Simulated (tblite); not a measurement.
A geometry optimisation, step by step.

C5H7AlBN.
Atom-mapped SMILES: `[CH:1]#[C:2][Al:3]([C:4]#[CH:5])[NH:6][BH:7][CH3:8]` (hydrogens: H9 on C1; H10 on C5; H11 on N6; H12 on B7; H13, H14, H15 on C8)

Computed with GFN2-xTB (tblite), gas phase: L-BFGS steps from a force-field or distance-geometry start until the largest atomic force falls under 0.01 eV/Å. 7 of its 109 geometries are shown.

Step 0: E = -526.3613 eV, largest atomic force 1.834 eV/Å
```
atom  x, y, z in Å  |  force x, y, z in eV/Å
C1      3.685   -1.744    0.159   -0.817   0.570  -0.205
C2      2.716   -1.032   -0.056    1.200  -0.827   0.167
Al3     1.191    0.093   -0.373   -1.678  -0.262  -0.636
C4      1.135    1.899    0.349    0.014  -0.778  -0.438
C5      1.104    3.005    0.821   -0.032   0.861   0.313
N6     -0.408   -0.656   -1.141    0.418  -0.411   1.738
B7     -1.436   -0.767   -0.032    0.784   0.043  -0.965
C8     -2.797    0.032   -0.132   -0.095  -0.070   0.253
H9      4.521   -2.364    0.342   -0.025   0.028   0.007
H10     1.074    3.985    1.219    0.008  -0.077   0.003
H11    -0.178   -1.630   -1.444    0.014   0.799   0.290
H12    -1.236   -1.464    0.913   -0.070  -0.116  -0.328
H13    -3.352   -0.289   -1.040    0.319   0.435   0.592
H14    -2.589    1.114   -0.193   -0.340  -0.514  -0.094
H15    -3.433   -0.174    0.758    0.298   0.321  -0.696
```

Step 18: E = -527.0611 eV, largest atomic force 0.824 eV/Å
```
atom  x, y, z in Å  |  force x, y, z in eV/Å
C1      3.642   -1.691    0.044   -0.084   0.123  -0.015
C2      2.741   -0.965   -0.313   -0.210   0.358  -0.008
Al3     1.162    0.223   -0.392   -0.288  -0.294   0.132
C4      1.066    2.100    0.096    0.148  -0.197  -0.072
C5      1.079    3.117    0.752    0.054   0.022   0.007
N6     -0.328   -0.801   -0.618    0.198   0.277   0.200
B7     -1.587   -1.052   -0.012    0.526   0.613  -0.162
C8     -2.663    0.083   -0.030   -0.188   0.172  -0.318
H9      4.439   -2.314    0.332    0.100  -0.109  -0.042
H10     1.099    4.029    1.277   -0.054   0.151   0.008
H11     0.162   -1.637   -0.926   -0.014  -0.493   0.084
H12    -1.864   -2.110    0.361   -0.122  -0.551   0.044
H13    -3.171   -0.181   -0.946   -0.441  -0.048  -0.516
H14    -2.341    1.101   -0.189    0.471   0.184   0.119
H15    -3.438    0.105    0.713   -0.097  -0.209   0.540
```

Step 36: E = -527.3918 eV, largest atomic force 0.237 eV/Å
```
atom  x, y, z in Å  |  force x, y, z in eV/Å
C1      3.625   -1.589   -0.031   -0.029   0.064  -0.023
C2      2.741   -0.796   -0.270    0.086  -0.102   0.046
Al3     1.069    0.192   -0.225   -0.069  -0.044   0.073
C4      1.004    2.085    0.179   -0.028   0.143   0.087
C5      1.066    3.178    0.701   -0.019  -0.155  -0.080
N6     -0.283   -1.011   -0.352   -0.094  -0.093   0.197
B7     -1.679   -1.168   -0.232    0.089   0.067  -0.046
C8     -2.604    0.110   -0.128   -0.082   0.063   0.029
H9      4.425   -2.255    0.141    0.062   0.003  -0.041
H10     1.109    4.144    1.122   -0.008   0.060  -0.035
H11     0.222   -1.902   -0.328   -0.055  -0.007  -0.148
H12    -2.144   -2.252   -0.172    0.035   0.048  -0.048
H13    -3.337    0.173   -0.933    0.111  -0.036   0.009
H14    -2.033    1.040   -0.112   -0.008  -0.068  -0.033
H15    -3.186    0.058    0.792    0.008   0.055   0.015
```

Step 54: E = -527.4725 eV, largest atomic force 0.075 eV/Å
```
atom  x, y, z in Å  |  force x, y, z in eV/Å
C1      3.712   -1.537   -0.075    0.042   0.005  -0.018
C2      2.724   -0.842   -0.010   -0.013  -0.021  -0.002
Al3     1.005    0.063    0.092    0.009   0.005   0.060
C4      0.884    1.969    0.453    0.010  -0.008  -0.035
C5      0.989    3.161    0.639    0.018   0.006  -0.003
N6     -0.323   -1.143   -0.170   -0.018  -0.027  -0.017
B7     -1.721   -1.169   -0.313   -0.007   0.023  -0.003
C8     -2.537    0.172   -0.117   -0.028  -0.002  -0.020
H9      4.590   -2.118   -0.139    0.031   0.004   0.012
H10     1.071    4.201    0.807   -0.046  -0.033   0.006
H11     0.107   -2.063   -0.273    0.059   0.021  -0.016
H12    -2.251   -2.189   -0.572   -0.057   0.027   0.041
H13    -3.287    0.305   -0.895   -0.004   0.044  -0.004
H14    -1.889    1.051   -0.105   -0.010  -0.060   0.016
H15    -3.079    0.147    0.828    0.014   0.015  -0.017
```

Step 72: E = -527.4862 eV, largest atomic force 0.091 eV/Å
```
atom  x, y, z in Å  |  force x, y, z in eV/Å
C1      3.778   -1.533   -0.063   -0.039   0.027   0.007
C2      2.732   -0.926    0.011    0.064  -0.016  -0.022
Al3     1.029    0.019    0.071    0.002   0.005   0.006
C4      0.937    1.931    0.413   -0.015   0.069   0.014
C5      0.959    3.123    0.634   -0.018  -0.084  -0.030
N6     -0.338   -1.139   -0.223   -0.025   0.018  -0.001
B7     -1.744   -1.155   -0.285    0.016   0.047   0.008
C8     -2.544    0.200   -0.106    0.008   0.022   0.008
H9      4.691   -2.059   -0.122   -0.012   0.016   0.008
H10     0.965    4.162    0.821    0.000  -0.048  -0.001
H11     0.091   -2.056   -0.362   -0.015  -0.007   0.015
H12    -2.301   -2.178   -0.470   -0.025   0.028   0.004
H13    -3.252    0.358   -0.920    0.023  -0.003   0.028
H14    -1.879    1.064   -0.062    0.033  -0.024  -0.013
H15    -3.131    0.197    0.813    0.003  -0.049  -0.031
```

Step 90: E = -527.4973 eV, largest atomic force 0.073 eV/Å
```
atom  x, y, z in Å  |  force x, y, z in eV/Å
C1      3.859   -1.470   -0.064    0.031  -0.027   0.013
C2      2.759   -0.968   -0.022   -0.062   0.037  -0.010
Al3     1.026   -0.079    0.051    0.000  -0.020   0.015
C4      0.901    1.830    0.388   -0.010  -0.049  -0.016
C5      0.856    3.021    0.597    0.005   0.037   0.006
N6     -0.369   -1.212   -0.208   -0.011   0.011  -0.003
B7     -1.772   -1.130   -0.277   -0.019   0.021  -0.013
C8     -2.480    0.271   -0.082    0.027   0.025   0.000
H9      4.814   -1.919   -0.094    0.000   0.002  -0.008
H10     0.814    4.059    0.780   -0.001   0.014   0.004
H11    -0.006   -2.156   -0.343    0.023  -0.010  -0.002
H12    -2.407   -2.103   -0.482    0.008  -0.015   0.010
H13    -3.115    0.520   -0.931   -0.016  -0.019   0.010
H14    -1.758    1.078    0.042    0.030  -0.003   0.015
H15    -3.127    0.265    0.795   -0.005  -0.006  -0.021
```

Step 108: E = -527.4983 eV, largest atomic force 0.004 eV/Å
```
atom  x, y, z in Å  |  force x, y, z in eV/Å
C1      3.842   -1.468   -0.062    0.002  -0.001   0.002
C2      2.747   -0.955   -0.027   -0.001   0.003   0.001
Al3     1.013   -0.074    0.049    0.001   0.000   0.000
C4      0.882    1.835    0.386   -0.001  -0.001   0.000
C5      0.852    3.026    0.599    0.002   0.002  -0.003
N6     -0.369   -1.220   -0.215    0.002  -0.001   0.000
B7     -1.773   -1.139   -0.276    0.000   0.001   0.001
C8     -2.465    0.270   -0.082    0.001   0.001   0.000
H9      4.796   -1.920   -0.094    0.000  -0.002  -0.002
H10     0.819    4.065    0.782   -0.001   0.000   0.002
H11     0.002   -2.162   -0.349    0.001  -0.003   0.000
H12    -2.409   -2.112   -0.467   -0.002   0.001   0.001
H13    -3.092    0.528   -0.934    0.001   0.000  -0.001
H14    -1.729    1.063    0.051   -0.002   0.002   0.001
H15    -3.120    0.271    0.789   -0.002  -0.002  -0.001
```

**Question.** Summarise the path.

**Answer.** The energy falls by 109.70 kJ/mol from step 0 to step 108; nine tenths of that is first reached at step 35. It falls at every step. The largest force goes from 1.834 to 0.004 eV/Å. Among the bonds Al3–N6 changes most, from 1.926 to 1.815 Å; the atoms move by 0.815 Å rms after alignment.

**Question.** Follow the three bonds and two angles with the largest change from start to end.

**Answer.** 
| step | E above end (kJ/mol) | largest force (eV/Å) | Al3–N6 (Å) | N6–B7 (Å) | N6–H11 (Å) | Al3–N6–B7 (°) | C4–Al3–N6 (°) |
| --- | --- | --- | --- | --- | --- | --- | --- |
| 0 | 109.70 | 1.834 | 1.926 | 1.517 | 1.046 | 107.4 | 119.0 |
| 5 | 86.09 | 0.431 | 1.807 | 1.459 | 1.023 | 112.3 | 121.2 |
| 9 | 77.63 | 0.417 | 1.791 | 1.436 | 1.019 | 118.8 | 118.7 |
| 14 | 58.50 | 0.505 | 1.793 | 1.434 | 1.028 | 124.7 | 119.5 |
| 19 | 40.32 | 0.767 | 1.834 | 1.428 | 1.023 | 145.9 | 123.3 |
| 23 | 25.80 | 0.467 | 1.802 | 1.417 | 1.024 | 144.0 | 128.0 |
| 28 | 17.17 | 0.399 | 1.821 | 1.402 | 1.023 | 145.9 | 131.5 |
| 33 | 12.52 | 0.348 | 1.820 | 1.412 | 1.025 | 143.8 | 131.4 |
| 38 | 9.59 | 0.230 | 1.808 | 1.404 | 1.022 | 143.7 | 129.5 |
| 42 | 6.94 | 0.219 | 1.817 | 1.408 | 1.026 | 140.8 | 128.7 |
| 47 | 4.53 | 0.183 | 1.810 | 1.405 | 1.022 | 140.9 | 128.8 |
| 52 | 2.80 | 0.228 | 1.819 | 1.405 | 1.021 | 139.1 | 129.4 |
| 56 | 2.28 | 0.089 | 1.811 | 1.405 | 1.021 | 139.1 | 129.3 |
| 61 | 1.88 | 0.058 | 1.813 | 1.406 | 1.022 | 139.5 | 128.8 |
| 66 | 1.48 | 0.049 | 1.816 | 1.407 | 1.022 | 140.4 | 128.5 |
| 70 | 1.31 | 0.099 | 1.815 | 1.407 | 1.022 | 140.4 | 128.5 |
| 75 | 0.92 | 0.104 | 1.815 | 1.409 | 1.023 | 139.5 | 127.7 |
| 80 | 0.34 | 0.057 | 1.814 | 1.407 | 1.021 | 138.2 | 126.2 |
| 85 | 0.22 | 0.021 | 1.814 | 1.408 | 1.021 | 138.3 | 126.0 |
| 89 | 0.14 | 0.081 | 1.815 | 1.408 | 1.021 | 137.8 | 125.9 |
| 94 | 0.04 | 0.015 | 1.815 | 1.408 | 1.022 | 137.2 | 126.2 |
| 99 | 0.02 | 0.012 | 1.815 | 1.408 | 1.021 | 137.1 | 126.4 |
| 103 | 0.01 | 0.017 | 1.815 | 1.408 | 1.021 | 137.0 | 126.3 |
| 108 | 0.00 | 0.004 | 1.815 | 1.407 | 1.021 | 136.8 | 126.5 |

The cost below is that of the whole relaxation. The run took 1.2 s wall on one thread, Arm Neoverse N1 (aarch64), shared host with 64 logical CPUs at a one-minute load of 57.
